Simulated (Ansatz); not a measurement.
Mulliken charges of FGeH$_{4}$In (`[F][InH][GeH3]`) from ωB97M-V/def2-TZVPP in Ansatz (PBE0-D4/def2-TZVP geometry).

```
atom   x (Å)   y (Å)   z (Å)  charge (e)
  F1  -1.213  -1.866   1.565      -0.511
 In2  -0.517  -1.316  -0.190       0.664
 Ge3   0.459   1.076  -0.040      -0.164
  H4  -0.739  -2.581  -1.326      -0.076
  H5   0.474   1.758  -1.417       0.024
  H6  -0.369   1.928   0.933       0.035
  H7   1.906   1.001   0.475       0.028
```

**Question.** By hand: the dipole of these point charges (1 e Å = 4.8032 D).

**Answer.** Σ q r = (0.309, 0.237, -0.807) e Å, of length 0.896 e Å = 4.30 D.

**Question.** How does the dipole of the full density compare? (Estimate.)

**Answer.** Computed: (0.243, 0.258, -0.531) e Å, 3.07 D; the point charges give 1.40 times that, at 9° from its direction.

Point charges leave out the atoms' own dipoles, such as those of lone pairs, and Mulliken's split depends on the basis, so the two needn't agree.
